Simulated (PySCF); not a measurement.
Numbering as in the mapped SMILES `[cH:1]1[cH:2][cH:3][c:4]2[c:5]([cH:6]1)[CH2:7][CH2:8][CH2:9][NH:10]2`; H(Xn) means a hydrogen on atom n.

GIAO PBE0/pcSseg-1 shifts (PySCF 2.14.0 with density-fitted response routines, gas phase, non-relativistic, equivalent atoms averaged), each against references optimised in the same way as the molecule (TMS, NH3).

On the GFN2-xTB geometry: C4 148.8, C6 135.4, C2 132.7, C5 122.9, C1 121.6, C3 117.6, C9 45.6, C7 31.4, C8 26.0, N10 86.1, H(C2) 7.22, H(C6) 7.20, H(C1) 6.81, H(C3) 6.50, H(C9) 3.39, H(N10) 3.26, H(C7) 2.84, H(C8) 1.94 ppm.

Problem. What changes on the PBE0-D3(BJ)/def2-SVP geometry?

Solution. 
```csv
atoms,δ (ppm),change
C4,148.2,-0.6
C6,135.1,-0.3
C2,132.8,+0.1
C5,122.0,-0.9
C1,120.9,-0.7
C3,116.4,-1.2
C9,43.3,-2.3
C7,29.5,-1.9
C8,24.1,-1.9
N10,84.4,-1.7
H(C2),7.02,-0.20
H(C6),6.96,-0.24
H(C1),6.63,-0.18
H(C3),6.27,-0.23
H(C9),3.17,-0.22
H(N10),2.93,-0.33
H(C7),2.65,-0.19
H(C8),1.77,-0.17
```

Bonds between heavy atoms that differ most (equivalent bonds averaged): C4–C5 1.401 → 1.413 Å, C1–C2 1.385 → 1.395 Å, C5–C6 1.385 → 1.395 Å, C3–C4 1.396 → 1.406 Å, C2–C3 1.380 → 1.389 Å. Mean change of bonds to hydrogen: C–H +0.011 Å, N–H +0.002 Å.
